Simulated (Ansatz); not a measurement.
`[CH3][In]([CH3])[NH2]`, 12 atoms. Total charge 0; spin multiplicity 1. Correlated methods include outer-core shells of In, which these sets cover unevenly. In: def2 effective core potential. All runs use 4 threads of an Arm Neoverse V2 on a shared host. Correlated methods freeze the cores.

(1) How many basis functions does each run have, and how long does it take in Ansatz? RKS PBE0-D4/def2-SVP energy; RKS PBE0-D4/def2-QZVPP energy; RKS PBE0-D4/def2-TZVP frequencies; RHF-CCSD(T)/def2-SVP energy; RKS ωB97M-V/def2-SVP energy; RKS r2SCANh-D4/def2-TZVPP energy; RHF-CCSD(T)/def2-TZVPP energy; RKS r2SCAN0-D4/def2-TZVPP energy; RKS ωB97M-V/def2-QZVPP energy; direct RPA on PBE orbitals/def2-TZVPP energy; RKS BHLYP-D4/def2-TZVPP energy; RKS PBE0-D4/def2-TZVPP energy. (Best estimate.)

Answers

(1) Ansatz gave: Other jobs shared the machine, so times are rough.

```tsv
level	job	functions	wall time	peak host memory (GiB)
RKS PBE0-D4/def2-SVP	energy	108	1 s	0.45
RKS PBE0-D4/def2-TZVPP	energy	255	2.7 s	0.59
RKS BHLYP-D4/def2-TZVPP	energy	255	2.9 s	0.62
RKS ωB97M-V/def2-SVP	energy	108	4.1 s	0.45
RKS r2SCAN0-D4/def2-TZVPP	energy	255	4.4 s	0.62
RKS r2SCANh-D4/def2-TZVPP	energy	255	4.9 s	0.61
RKS PBE0-D4/def2-QZVPP	energy	493	7 s	1.6
RHF-CCSD(T)/def2-SVP	energy	108	7.5 s	0.59
direct RPA on PBE orbitals/def2-TZVPP	energy	255	7.5 s	0.68
RKS ωB97M-V/def2-QZVPP	energy	493	19 s	2
RKS PBE0-D4/def2-TZVP	frequencies	191	2.6 min	0.5
RHF-CCSD(T)/def2-TZVPP	energy	255	3.7 min	6.3
```
